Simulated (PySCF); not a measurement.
Molecule: SMILES P[Si](P)(P)P, H₈P₄Si.

Atoms are numbered as in `[PH2:1][Si:2]([PH2:3])([PH2:4])[PH2:5]` (H(Xn): hydrogen on atom n).

Geometry PBE0-D3(BJ)/def2-SVP throughout; GIAO in PySCF, gas phase, one conformer, non-relativistic; equivalent atoms averaged; basis pcSseg-1.

Problem. How do the absolute shieldings σ depend on the functional? (ppm; last column core-seconds on shared hosts with different chips, so compare them loosely; the GGAs took longer than the global hybrids here, which isn't the general rule, and the cause wasn't traced)

Solution. 
```
functional                    kind  P1/P3/P4/P5    Si2  H(P1)/H(P3)/H(P4)/H(P5)  core-s
        HF            Hartree–Fock        578.6  388.5                    29.87     9.3
       LDA                     LDA        506.6  302.2                    28.50      18
       PBE                     GGA        515.5  322.8                    29.03      23
      BLYP                     GGA        493.2  300.5                    29.32      21
      BP86                     GGA        512.3  319.0                    29.09      22
      OPBE                     GGA        544.6  358.7                    29.04      22
       KT2                     GGA        537.5  352.9                    29.01      23
       KT3                     GGA        536.7  356.2                    29.28      23
     B97-D                     GGA        512.8  327.9                    29.31      22
     B3LYP           global hybrid        513.4  318.1                    29.40      16
      PBE0           global hybrid        539.7  343.5                    29.18      18
  mPW1PW91           global hybrid        535.8  341.3                    29.25      16
      WP04           global hybrid        487.4  307.2                    29.83      16
     B97-2           global hybrid        537.4  346.2                    29.31      16
 BHandHLYP           global hybrid        539.5  343.5                    29.55      16
 CAM-B3LYP  range-separated hybrid        528.2  328.7                    29.42      23
   wB97X-D  range-separated hybrid        540.2  344.2                    29.39      23
   LC-wPBE  range-separated hybrid        557.6  359.4                    29.39      27
```

Problem. Which nucleus moves most, in ppm?

Solution. P1/P3/P4/P5 (phosphorus bonded to Si, 2 H): from 487.4 ppm with WP04 to 578.6 ppm with HF. The smallest spread is 1.37 ppm, at H(P1)/H(P3)/H(P4)/H(P5).
